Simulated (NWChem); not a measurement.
# CH$_{5}$FOSi; SMILES CO[SiH2]F

```xyz
9

Si    -0.5115     0.6497    -0.0400
F      0.8036     1.5838    -0.0022
O     -0.2072    -0.8482     0.5619
C      0.5317    -1.8488    -0.1300
H     -0.9270     0.5521    -1.4638
H     -1.5381     1.2490     0.8361
H      1.6077    -1.7187     0.0357
H      0.2308    -2.8250     0.2603
H      0.3334    -1.8262    -1.2106
```
Atoms are numbered in this order, from 1.

Computed with NWChem. Pople sets run with spherical d functions. Structure relaxed at the B3LYP/6-31G* (spherical d) level. Level: M05-2X/6-31G* with SMD (1 M gas to 1 M solution), gas-phase geometry. Reactions with the solvent are ignored.

```
solvent          dielectric constant  solvation free energy (kcal/mol)  cavity-dispersion-structure term (kcal/mol)  dipole in solution (D)
---------------  -------------------  --------------------------------  -------------------------------------------  ----------------------
water                           78.4                              -0.5                                          3.5                    2.13
tetrahydrofuran                 7.43                              -2.3                                          0.3                    2.04
diethyl ether                   4.24                              -2.6                                         -0.4                    2.00
acetonitrile                    35.7                              -2.4                                          0.6                    2.09
cyclohexanone                   15.6                              -2.1                                          0.7                    2.07
anisole                         4.22                              -1.8                                          0.4                    2.00
ethyl acetate                   5.99                              -2.4                                          0.1                    2.02
```
